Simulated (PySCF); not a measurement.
Work out the structure from these simulated measurements.

Formula: C2Cl3F3.

* Valence photoelectron: vertical ionisation energy: 11.75 eV [ΔSCF CAM-B3LYP/def2-SVPD]
* Polarisability: 67.8 au [CAM-B3LYP/def2-SVPD]
* Triplet: lowest triplet excitation (Tamm–Dancoff): 5.95 eV [TDA CAM-B3LYP/def2-SVPD]
* 13C NMR: chemical shifts (computed TMS as zero) by class: 125.9 (1 C), 115.1 (1 C) ppm [GIAO PBE0/pcSseg-1]
* Dipole: 0.65 D [CAM-B3LYP/def2-SVPD]
* UV, strongest line: among the 10 lowest singlet transitions: S2/S3 at 7.06 eV (176 nm, f = 0.032 summed over these states) [TDDFT CAM-B3LYP/def2-SVPD]
* NMR, other nuclei: isotropic shieldings of nuclei other than C and H, by class: 270 (3 F), 517 (3 Cl) ppm [GIAO PBE0/pcSseg-1]
* UV, first state: lowest singlet excitation: 6.64 eV (187 nm, f = 0.000) [TDDFT CAM-B3LYP/def2-SVPD]
* Rotational structure: rotational constants A, B, C: 1.323, 1.115, 1.114 GHz [PBE0-D3(BJ)/def2-SVP]

Gas-phase values; electronic properties from PySCF, density fitting. Levels stand in brackets. Isolated species at its PBE0-D3(BJ)/def2-SVP geometry, gas phase. NMR classes are plain means over equivalent atoms (diastereotopic ones count apart unless rotation or inversion swaps them), as if these changed places fast.

Question: Propose a structure and show how it fits.

Answer: Numbering: `[F:1][C:2]([F:3])([F:4])[C:5]([Cl:6])([Cl:7])[Cl:8]`. Its formula, C2Cl3F3, gives 0 degrees of unsaturation, so no ring and no π bond. 2 carbons fall into 2 classes; from least to most shielded: CF3 carbon [C2] (125.9 ppm), CCl3 carbon [C5] (115.1 ppm). The other shieldings belong to: 270 ppm, fluorine of a CF3 group [F1/F3/F4]; 517 ppm, chlorine of a CCl3 group [Cl6/Cl7/Cl8]. The first electron is taken from the HOMO, whose largest Löwdin shares are 0.33 on each of 3 atoms of one kind (chlorine of a CCl3 group). The optimised geometry has point group C3v and is a prolate symmetric top (the spread among constants that symmetry makes equal is optimisation noise). Structure: 1,1,1-trifluoro-2,2,2-trichloroethane, `FC(F)(F)C(Cl)(Cl)Cl`. The assignments are read from this structure; whether some other isomer fits the data as well wasn't checked. NMR values of atoms bound to several Cl lack the spin–orbit term that these neighbours bring.

The values belong to the conformer `[F:1][C:2]([F:3])([F:4])[C:5]([Cl:6])([Cl:7])[Cl:8]`: F1–C2–C5–Cl6 -60°.
